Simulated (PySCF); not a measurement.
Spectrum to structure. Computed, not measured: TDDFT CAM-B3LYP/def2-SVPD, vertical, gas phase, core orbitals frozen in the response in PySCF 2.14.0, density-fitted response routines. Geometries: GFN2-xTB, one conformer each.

```
state  E (eV)       f     main configurations (H = HOMO, L = LUMO)
   S1    4.47  0.0001                     H-1→L (70%), H-2→L (14%)
   S2    5.05   0.042                                    H→L (94%)
   S3    5.66   0.046                                  H→L+1 (84%)
   S4    5.82  0.0006                     H-2→L (72%), H-1→L (19%)
   S5    6.24  0.0095                     H→L+3 (53%), H→L+2 (21%)
   S6    6.70  0.0094    H-1→L+1 (32%), H→L+4 (29%), H-2→L+1 (15%)
   S7    6.87   0.069        H→L+3 (31%), H→L+2 (26%), H→L+4 (25%)
   S8    7.00  0.0055  H-1→L+3 (31%), H-2→L+3 (21%), H-1→L+2 (13%)
```

Question: Which candidate is it? All have the formula C4H8O2SSi.
A. `O=C1C[S@@](=O)[C@H]1C[SiH3]`
B. `O=C(O)[Si@@H]1CCCS1`
C. `C=C1[Si@@H](O)CC[S@]1=O`

Answer: A. Its S1, at 4.47 eV, is the lowest among the candidates; the nearest of the others has S1 at 4.79 eV. S1 is HOMO-1→LUMO (70%), HOMO-2→LUMO (14%). Löwdin shares by element: HOMO oxygen 41% or more, sulfur 30%, carbon 14% or more (atoms not listed hold the other 15%); LUMO carbon 37% or more, oxygen 27% or more, sulfur 14% (atoms not listed hold the other 22%). At the same level the other candidates give, for their lowest levels:
- `O=C(O)[Si@@H]1CCCS1`: 4.79 eV (f 0.007); 5.46 eV (f 0.012); 5.63 eV (f 0.002); 6.59 eV (f 0.002); 6.95 eV (f 0.097); T1 4.19 eV; HOMO -8.20, LUMO 0.05 eV
- `C=C1[Si@@H](O)CC[S@]1=O`: 4.92 eV (f 0.003); 5.66 eV (f 0.000); 5.99 eV (f 0.043); 6.39 eV (f 0.004); 6.67 eV (f 0.015); T1 4.27 eV; HOMO -8.36, LUMO 0.02 eV

Conformer computed: `[O:1]=[C:2]1[CH2:3][S@@:4](=[O:5])[C@H:6]1[CH2:7][SiH3:8]`: S4–C6–C7–Si8 145°.
Triplets come from the Tamm–Dancoff approximation.
